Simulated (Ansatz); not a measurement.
Abridged output of a molecular run in Ansatz:

```
Functional definition: HF
986 factors; integrals over basis functions are off by at most 1.5e-3 eV
mean field evaluation 1: about -64379.7685 eV, gradient 3.4e1 eV
mean field evaluation 2: about -64379.8010 eV, gradient 3.4e1 eV
mean field evaluation 4: about -64382.4519 eV, gradient 2.1e0 eV
mean field evaluation 8: about -64382.4825 eV, gradient 1.4e-1 eV
mean field evaluation 16: about -64382.4389 eV, gradient 3.9e-1 eV
mean field -64382.48256770 eV, -2366.0125943487 hartree, gradient 4.1e-6 eV, S^2 0.000000; 0 other end points of the search recorded, 0 dependent functions left out
14 core orbitals not correlated: weight in the atoms' cores, before any rotation towards them, 1.000 or more for the frozen orbitals, at most 0.000 for the correlated occupied ones
reference -64382.48256770 eV, -2366.0125943487 hartree; 19, 19 occupied and 59, 59 virtual orbitals, 986 factors
second order -13.94855071 eV of doubles, -0.00000000 eV of singles
cycle   1  -14.02833392 eV  change   -8.0e-2 eV  update   1.1e-1
cycle   2  -14.49721211 eV  change   -4.7e-1 eV  update   3.7e-2
cycle   3  -14.62024063 eV  change   -1.2e-1 eV  update   2.3e-2
cycle   4  -14.61250942 eV  change    7.7e-3 eV  update   5.9e-3
cycle   5  -14.60963142 eV  change    2.9e-3 eV  update   3.0e-3
cycle   6  -14.61010601 eV  change   -4.7e-4 eV  update   9.0e-4
cycle   7  -14.60979994 eV  change    3.1e-4 eV  update   3.9e-4
cycle   8  -14.60972431 eV  change    7.6e-5 eV  update   1.4e-4
cycle   9  -14.60977899 eV  change   -5.5e-5 eV  update   5.3e-5
cycle  10  -14.60980689 eV  change   -2.8e-5 eV  update   2.1e-5
perturbative correction -0.34636152 eV, -0.0127285511 hartree
Total energy: -64397.43873611 eV, -2366.5622234003 hartree
```

Its atoms:

Cartesian coordinates in Å:
```
F -1.650 1.881 -1.071
In 0.038 0.874 -1.126
Ge 0.152 -0.769 0.869
H 0.958 1.358 -2.491
H 1.607 -1.133 1.209
H -0.512 -0.148 2.107
H -0.594 -2.063 0.503
```

Question: Which basis set was used?
A. cc-pV(T+d)Z
B. def2-SVPD
C. cc-pV(Q+d)Z
D. def2-SVP

Answer: D. It gives 92 functions.

Question: Write the keys of the input that set method, charge and spin (a neutral closed shell needs none for the last two).

Answer: 
```yaml
correlation: {method: ccsd_t}
```
